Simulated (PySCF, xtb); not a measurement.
SeCl3, SMILES Cl[Se](Cl)Cl, multiplicity 2.

Geometry: B3LYP-D3(BJ)/def2-SVP. The spin state was assumed, not searched. The isomer is the one that the SMILES or the coordinates give; other isomers of the formula were not compared.

Computed with IEF-PCM-ωB97X/def2-SVP (PySCF).

The values are the electrostatic part of the solvation free energy, E(continuum) − E(gas) at the gas-phase geometry, in a cavity of scaled van der Waals radii (PySCF's table); cavitation and dispersion terms are not included. The dipole moment in vacuum is 0.95 D.

```
solvent           ε  ΔG(elec) (kcal/mol)  dipole (D)
------------  -----  -------------------  ----------
water         78.36                 -3.3        1.28
diethylether   4.24                 -2.2        1.16
methanol      32.61                 -3.2        1.27
```

For comparison, GFN2-xTB/ALPB(water) (xtb, at the GFN2-xTB geometry, all terms of that model) gives -0.3 kcal/mol.
